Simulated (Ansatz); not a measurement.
Basis-set extrapolation for `c1ccc2c(c1)COC2` (PBE0-D4/def2-TZVP geometry, frozen core, the Gaussian-basis code of Ansatz). Multiplicity 1, RHF reference.

|  | def2-TZVPP | def2-QZVPP |
| --- | --- | --- |
| HF | -382.595161 | -382.611423 |
| MP2 correlation | -1.498950 | -1.597899 |
| CCSD(T) correlation | -1.607687 | not run |

Energies in hartree. Use E(X) = E(∞) + A·exp(−7.88·√X) for Hartree–Fock and E(X) = E(∞) + B·X^(−2.97) for correlation, with X = 3 and 4, and add CCSD(T) minus MP2 of the smaller set to the MP2 limit.

**Question.** What is the CCSD(T) energy at the basis-set limit?

**Answer.** HF limit: -382.611423 + (-0.016262) × 0.13774 = -382.61366. MP2 limit: -1.597899 + (-0.098949) × 0.74074 = -1.67119. Higher-order term: -1.607687 − (-1.498950) = -0.10874. Total: -384.39359 hartree, 500.8 kJ/mol below CCSD(T)/def2-TZVPP.
